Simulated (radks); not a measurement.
Spherical quantum dot in the effective-mass picture: electrons in a hard-walled sphere of radius 1.69, with a point charge +2 (a donor) at the centre, all in effective atomic units (hartree* = m*/eps^2 hartree, bohr* = eps/m* bohr), one dielectric constant everywhere. Calculated with a radial shooting solver with Libxc functionals: non-relativistic Kohn-Sham, LDA (Slater exchange, Perdew-Wang correlation), spin-polarised, spherical densities. Levels are named by radial order and angular momentum (1s, 1p, 1d, 2s, ...), and open shells are averaged over m. Results are scaled to m* = 0.037 and eps = 4.5, for which hartree* = 49.72 meV and bohr* = 6.436 nm.

N = 21, configuration 1s2 1p6 1d10 2s2 1f(up 1, down 0). This is the lowest configuration that the search found. Occupied and some empty levels:

level,occupation,eigenvalue (meV),<r> (nm)
1s up,1,820.01,5.877
1s down,1,821.14,5.862
1p up,3,895.55,6.985
1p down,3,897.06,6.981
1d up,5,990.95,7.443
1d down,5,992.60,7.441
2s up,1,1025.0,4.870
2s down,1,1025.8,4.880
1f up,1,1111.9,7.758
1f down,0,1113.7,7.757
2p up,0,1243.4,5.622
2p down,0,1244.2,5.623
1g up,0,1257.4,8.001
1g down,0,1259.1,8.001
2d up,0,1446.1,6.159
2d down,0,1447.1,6.158

Energy (meV): total 11278.8, kinetic 5421.6, external -2309.7, Hartree 9122.0, exchange-correlation -955.09.
